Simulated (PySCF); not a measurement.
Species: ScCl (singlet state).
SMILES with atom numbers: `[Cl:1][Sc:2]`

Cartesian coordinates in Å at the PBE0-D3(BJ)/def2-SVP level; atoms count from 1:
```
atom  x, y, z in Å
Cl1    1.1047   -0.0028   -0.0029
Sc2   -1.1020    0.0040   -0.0113
```

Computed with PBE0/def2-SVPD in PySCF (dipole) on a PBE0-D3(BJ)/def2-SVP geometry, gas phase.

Take the most abundant isotopes and a rigid rotor. 

Task: What are the moment of inertia and the rotational constant?

Result: I = 95.782 u·Å², B = 505379 MHz·u·Å²/I = 5276 MHz (0.1760 cm⁻¹, or 0.253 K as hB/k). For two atoms I = μr² with μ = 19.6692 u and r = 2.2067 Å.

Task: List the first levels of a rigid rotor in a Σ state.

Result: E(J) = BJ(J+1): J = 1: 0.352, J = 2: 1.056, J = 3: 2.112, J = 4: 3.520, J = 5: 5.280, J = 6: 7.392 cm⁻¹.

Task: Where do the first rotational lines fall?

Result: The dipole is 2.90 D; J+1 ← J lies at 2B(J+1): 1 ← 0 at 10.55 GHz, 2 ← 1 at 21.11 GHz, 3 ← 2 at 31.66 GHz, 4 ← 3 at 42.21 GHz, 5 ← 4 at 52.76 GHz, 6 ← 5 at 63.32 GHz.

Task: Estimate the classical rotational partition function at 25 K, 200 K and 298.15 K.

Result: Point group C∞v, symmetry number σ = 1; q = kT/(σhB), k/h = 20836.6 MHz/K: 98.7 at 25 K, 790 at 200 K, 1180 at 298.15 K.

Stationary, but not proved a minimum. Zero-point vibration and centrifugal distortion are left out.
